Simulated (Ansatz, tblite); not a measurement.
Removing an electron: [ReS4]- (ReS₄⁻). Charge -1, multiplicity 1. Geometry: PBE0-D4/def2-SVPD. Ansatz, gas phase; energy differences of separate SCF runs; the oxidised species was run as a doublet alone.

Cartesian coordinates in Å:
```
Re 0.000 0.000 0.000
S 0.087 -1.732 1.269
S -1.923 0.090 -0.957
S 1.541 -0.130 -1.493
S 0.295 1.772 1.180
```

In the def2 sets Re takes a core potential; there is no spin–orbit coupling. The xTB rows come from tblite. HOMO above LUMO, or a gap near zero within one spin, warns that the state may not be the lowest or that an electron is smeared out.

```json
{"level": "GFN1-xTB", "−HOMO (eV)": "5.90", "vertical IE (eV)": "8.84", "−LUMO (eV)": "4.02", "HOMO–LUMO gap (eV)": "1.88", "remarks": "–"}
{"level": "GFN2-xTB", "−HOMO (eV)": "6.96", "vertical IE (eV)": "9.19", "−LUMO (eV)": "5.58", "HOMO–LUMO gap (eV)": "1.38", "remarks": "–"}
{"level": "PBE-D4/def2-TZVPD", "−HOMO (eV)": "1.67", "vertical IE (eV)": "4.05", "−LUMO (eV)": "-0.46", "HOMO–LUMO gap (eV)": "2.13", "remarks": "gap within one spin near zero (doublet)"}
{"level": "r2SCAN-D4/def2-TZVPD", "−HOMO (eV)": "1.90", "vertical IE (eV)": "4.20", "−LUMO (eV)": "-0.43", "HOMO–LUMO gap (eV)": "2.33", "remarks": "–"}
{"level": "PBE0-D4/def2-TZVPD", "−HOMO (eV)": "2.64", "vertical IE (eV)": "4.21", "−LUMO (eV)": "-0.99", "HOMO–LUMO gap (eV)": "3.63", "remarks": "–"}
```

Run but left out: HF/def2-SVPD, MP2/def2-SVPD, CCSD/def2-SVPD, CCSD(T)/def2-SVPD (neutral doublet: ⟨S²⟩ 2.05, where a pure state has 0.75).  Raw xTB energy differences between charge states are shifted by several eV; the methods need an empirical correction for them.
